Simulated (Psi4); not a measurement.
HCl, charge +1, doublet, at a GFN2-xTB geometry (a state made from the parent by changing its charge; the spin is typed, not shown lowest); CAM-B3LYP/6-311G** in Psi4.

Here is a job for Psi4.
```
memory 2 GB

molecule mol {
1 2
Cl   -0.000000   -0.000000   -0.073948
H     0.000000    0.000000    1.257119
}

set {
  basis 6-311g**
  reference uks
}

energy('cam-b3lyp')
print_variables()
```

Output, abridged:

```
   => Loading Basis Set <=

    Name: 6-311G**
    Role: ORBITAL
    Keyword: BASIS

         ---------------------------------------------------------
                                   SCF
               by Justin Turney, Rob Parrish, Andy Simmonett
                          and Daniel G. A. Smith
                              UKS Reference
         ---------------------------------------------------------

  ==> Geometry <==

    Molecular point group: c2v
    Full point group: C_inf_v

    Geometry (in Angstrom), charge = 1, multiplicity = 2:

       Center              X                  Y                   Z               Mass
    ------------   -----------------  -----------------  -----------------  -----------------
         CL           0.000000000000     0.000000000000    -0.037287563149    34.968852682000
         H            0.000000000000     0.000000000000     1.293779436851     1.007825032230

  Running in c2v symmetry.

  Rotational constants: A = ************  B =      9.71295  C =      9.71295 [cm^-1]
  Rotational constants: A = ************  B = 291186.94331  C = 291186.94331 [MHz]
  Nuclear repulsion =    6.758497191643996

  Charge       = 1
  Multiplicity = 2
  Electrons    = 17
  Nalpha       = 9
  Nbeta        = 8

  ==> Algorithm <==

  SCF Algorithm Type is DF.
  DIIS enabled.
  MOM disabled.
  Fractional occupation disabled.
  Guess Type is SAD.
  Energy threshold   = 1.00e-06
  Density threshold  = 1.00e-06
  Integral threshold = 1.00e-12

  ==> Primary Basis <==

  Basis Set: 6-311G**
    Blend: 6-311G**
    Number of shells: 16
    Number of basis functions: 32
    Number of Cartesian functions: 33
    Spherical Harmonics?: true
    Max angular momentum: 2

  ==> DFT Potential <==

   => LibXC <=

    Version 7.1.2
    S. Lehtola, C. Steigemann, M. J. T. Oliveira, and M. A. L. Marques,  SoftwareX 7, 1–5 (2018) (10.1016/j.softx.2017.11.002)

   => Composite Functional: CAM-B3LYP <=

    CAM-B3LYP Hyb-GGA Exchange-Correlation Functional

    T. Yanai, D. P. Tew, and N. C. Handy,  Chem. Phys. Lett. 393, 51 (2004) (10.1016/j.cplett.2004.06.011)

    Deriv               =              1
    GGA                 =           TRUE
    Meta                =          FALSE

    Exchange Hybrid     =           TRUE
    MP2 Hybrid          =          FALSE

   => Exchange Functionals <=

    0.3500         Becke 88 [omega = 0.3300]
    0.4600   Short-range recipe for B88 functional - erf [omega = 0.3300]

   => Exact (HF) Exchange <=

    0.4600            HF,LR [omega = 0.3300]
    0.1900               HF

   => Correlation Functionals <=

    0.1900   Vosko, Wilk & Nusair (VWN5)
    0.8100   Lee, Yang & Parr

   => LibXC Density Thresholds  <==

    XC_HYB_GGA_XC_CAM_B3LYP:  1.00E-14

   => Molecular Quadrature <=

    Radial Scheme          =       TREUTLER
    Pruning Scheme         =           NONE
    Nuclear Scheme         =       TREUTLER

    Blocking Scheme        =         OCTREE
    BS radius alpha        =              1
    Pruning alpha          =              1
    Radial Points          =             75
    Spherical Points       =            302
    Total Points           =          42857
    Total Blocks           =            385
    Max Points             =            251
    Max Functions          =             32
    Weights Tolerance      =       1.00E-15

   => Loading Basis Set <=

    Name: (6-311G** AUX)
    Role: JKFIT
    Keyword: DF_BASIS_SCF

  ==> Integral Setup <==

  SCF_SUBTYPE=INCORE selected. In-core MEM_DF algorithm will be used.
  Using in-core AOs.

  ==> MemDFJK: Density-Fitted J/K Matrices <==

    J tasked:                   Yes
    K tasked:                   Yes
    wK tasked:                  Yes
    Omega:                3.300E-01
    Algorithm:                 Core
    Schwarz Cutoff:           1E-12
    Mask sparsity (%):       0.0000
    Fitting Condition:        1E-10

   => Auxiliary Basis Set <=

  Basis Set: (6-311G** AUX)
    Blend: CC-PVTZ-JKFIT
[...]
    Using symmetric orthogonalization.

  ==> Pre-Iterations <==

  SCF Guess: Superposition of Atomic Densities via on-the-fly atomic UHF (no occupation information).

   -------------------------
    Irrep   Nso     Nmo
   -------------------------
     A1        17      17
     A2         1       1
     B1         7       7
     B2         7       7
   -------------------------
    Total      32      32
   -------------------------

  ==> Iterations <==

                           Total Energy        Delta E     RMS |[F,P]|

   @DF-UKS iter SAD:  -460.66893485277251   -4.60669e+02   0.00000e+00
   @DF-UKS iter   1:  -460.33989990166617    3.29035e-01   8.07069e-03 ADIIS/DIIS
   @DF-UKS iter   2:  -460.35733733649556   -1.74374e-02   2.88899e-03 ADIIS/DIIS
   @DF-UKS iter   3:  -460.35868678577270   -1.34945e-03   7.15886e-04 ADIIS/DIIS
   @DF-UKS iter   4:  -460.35875465653680   -6.78708e-05   1.13171e-04 ADIIS/DIIS
   @DF-UKS iter   5:  -460.35875876862724   -4.11209e-06   3.70749e-05 DIIS
   @DF-UKS iter   6:  -460.35875923284141   -4.64214e-07   1.38928e-05 DIIS
   @DF-UKS iter   7:  -460.35875934287651   -1.10035e-07   4.40483e-06 DIIS
   @DF-UKS iter   8:  -460.35875936060387   -1.77274e-08   7.87501e-07 DIIS
  Energy and wave function converged.

  ==> Post-Iterations <==

   Electrons on quadrature grid:
      Nalpha   =    9.0000000843 ; deviation = 8.429e-08
      Nbeta    =    8.0000000929 ; deviation = 9.293e-08
      Ntotal   =   17.0000001772 ; deviation = 1.772e-07

   @Spin Contamination Metric:   2.536457248E-03
   @S^2 Expected:                7.500000000E-01
   @S^2 Observed:                7.525364572E-01
   @S   Expected:                5.000000000E-01
   @S   Observed:                5.000000000E-01

    Orbital Energies [Eh]
    ---------------------

    Alpha Occupied:

[...]
    Alpha Virtual:

[...]
    Beta Occupied:

[...]
    Beta Virtual:

[...]
    Final Occupation by Irrep:
             A1    A2    B1    B2
    DOCC [     5,    0,    1,    2 ]
    SOCC [     0,    0,    1,    0 ]
    NA   [     5,    0,    2,    2 ]
    NB   [     5,    0,    1,    2 ]

  @DF-UKS Final Energy:  -460.35875936060387

   => Energetics <=

    Nuclear Repulsion Energy =              6.7584971916439960
    One-Electron Energy =                -641.8237650240671428
    Two-Electron Energy =                 196.3452820203787041
    DFT Exchange-Correlation Energy =     -21.6387735485593886
    Empirical Dispersion Energy =           0.0000000000000000
    VV10 Nonlocal Energy =                  0.0000000000000000
    Total Energy =                       -460.3587593606038695

  UHF NO Occupations:
  HONO-2 :    4 A1 1.9998142
  HONO-1 :    5 A1 1.9989690
  HONO-0 :    2 B1 1.0000000
  LUNO+0 :    6 A1 0.0010310
  LUNO+1 :    7 A1 0.0001858
  LUNO+2 :    3 B2 0.0000519
  LUNO+3 :    3 B1 0.0000001

Computation Completed

Properties will be evaluated at   0.000000,   0.000000,   0.000000 [a0]

Properties computed using the SCF density matrix

 Multipole Moments:

 ------------------------------------------------------------------------------------
     Multipole            Electronic (a.u.)      Nuclear  (a.u.)        Total (a.u.)
 ------------------------------------------------------------------------------------

 L = 1.  Multiply by 2.5417464519 to convert [e a0] to [Debye]
 Dipole X            :          0.0000000            0.0000000            0.0000000
 Dipole Y            :          0.0000000            0.0000000            0.0000000
 Dipole Z            :         -0.4733702            1.2470130            0.7736428
 Magnitude           :                                                    0.7736428

 ------------------------------------------------------------------------------------

  Variable Map:
  ----------------------------------------------------------------------------
[...]
  Array Variable Map:
  ----------------------------------------------------------------------------
[...]
[...]
```
